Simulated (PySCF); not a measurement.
Cl₂HSi, SMILES Cl[SiH]Cl, multiplicity 2. Geometry: TPSSh-D3(BJ)/def2-TZVP. The isomer is the one that the SMILES or the coordinates give; other isomers of the formula were not compared.

Computed equilibrium geometry at TPSSh-D3(BJ)/def2-TZVP (PySCF confirms it by a frequency run) as bond lengths and angles, and its point group:
point group Cs.
Atoms: Cl1 Si2 Cl3 H4. Bonds (Å): Cl1–Si2 2.055, Si2–Cl3 2.055, Si2–H4 1.485. Bond angles (°): Cl1–Si2–Cl3 110.1, Cl1–Si2–H4 107.7, Cl3–Si2–H4 107.7.
Charge 0, spin multiplicity 2.
